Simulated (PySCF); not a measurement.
## Broadened absorption spectrum of C5H6NOP

Species: C5H6NOP.
Structure used (GFN2-xTB), in Å, numbered top down from 1:
```xyz
14
C5H6NOP angstrom
C     -2.583    0.403   -0.145
O     -1.670   -0.660   -0.048
C     -0.355   -0.335   -0.002
C      0.525   -1.415    0.097
N      1.835   -1.371    0.158
C      2.475   -0.211    0.128
C      1.896    1.035    0.035
P      0.190    1.333   -0.065
H     -3.574   -0.045   -0.169
H     -2.415    0.984   -1.060
H     -2.499    1.074    0.717
H      0.088   -2.407    0.128
H      3.554   -0.296    0.186
H      2.533    1.911    0.020
```

Level of theory: TDDFT wB97X-D/def2-SVPD, vertical, gas phase, core orbitals frozen in the response in PySCF.

Each state is given a Gaussian of 0.4 eV full width at half maximum, with ε(max) = 2.175×10⁸ f / Δν̃ (Δν̃ the width in cm⁻¹). The width is an assumption, not a result. The curve ends short of the highest state used, and states not computed would add to its high-energy end.

```
λ (nm)  ε (L mol⁻¹ cm⁻¹)
 207.9             24290
 211.1             17163
 214.2              9636
 217.3              4496
 220.4              2042
 223.5              1283
 226.6              1230
 229.7              1292
 232.8              1228
 235.9              1015
 239.0               729
 242.1               462
 245.2               263
 248.3               147
 251.4               112
 254.5               166
 257.6               338
 260.7               676
 263.8              1218
 267.0              1986
 270.1              2858
 273.2              3717
 276.3              4404
 279.4              4784
 282.5              4800
 285.6              4477
 288.7              3909
 291.8              3214
 294.9              2505
 298.0              1862
 301.1              1326
 304.2               910
 307.3               603
 310.4               388
 313.5               242
 316.6               148
 319.7                87
 322.9                50
 326.0                28
 329.1                15
 332.2                 8
 335.3                 4
 338.4                 2
 341.5                 1
```

(1) Locate the maxima and give the states behind the curve.

(2) Coming from long wavelengths, where does ε first pass 100 L mol⁻¹ cm⁻¹?

(3) On this curve, what absorbance would a 10⁻⁵ mol/L sample give at 308 nm over a 1 cm path?

Results:

(1) 281 nm (4.41 eV), ε about 4800, made up of S2 (94%); 230 nm (5.39 eV), ε about 1300, made up of S4 (76%) and S5 (21%) (ε in L mol⁻¹ cm⁻¹; maxima over ε = 5, shares over 10%). At its high-energy end, 5.96 eV, the curve is still rising (ε about 24000, from S6). The states used: S1 4.23 eV (f 0.0078); S2 4.42 eV (f 0.068); S3 5.15 eV (f 0.0004); S4 5.35 eV (f 0.015); S5 5.48 eV (f 0.0047); S6 6.03 eV (f 0.388); S7 6.53 eV (f 0.0001); S8 6.56 eV (f 0.196).

(2) At about 319 nm (3.89 eV), 0.34 eV below S1.

(3) 308 nm is 4.025 eV, where ε is about 550 L mol⁻¹ cm⁻¹, so A = ε c l ≈ 0.0055 (Beer–Lambert, with the gas-phase spectrum and the assumed width).

One conformer stands for the species.
